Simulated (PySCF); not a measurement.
boric acid (BH3O3), SMILES OB(O)O. Geometry: PBE-D3(BJ)/def2-SVP. The values are those of a single conformer.

Method: PBE-D3(BJ)/def2-SVP run with PySCF.

Harmonic wavenumbers (cm⁻¹): 259, 434, 444, 449, 497, 646, 862, 909, 989, 1009, 1411, 1468, 3772, 3778, 3798. Rotational constants (GHz): 9.997, 9.649, 4.910; symmetry number 1.

### Question
Work out the zero-point energy and the ideal-gas rigid-rotor harmonic-oscillator thermochemistry at 298.15 K and 1 atm.

### Answer
ZPE = ½ Σ hcν = ½ × 20725 cm⁻¹ = 29.63 kcal/mol. H − E(el) = 33.16 kcal/mol. Entropy in cal/(mol K): translation 38.28, rotation 24.03, vibration 5.69, total 68.00. G − E(el) = 12.88 kcal/mol. Cp = 18.01 cal/(mol K).
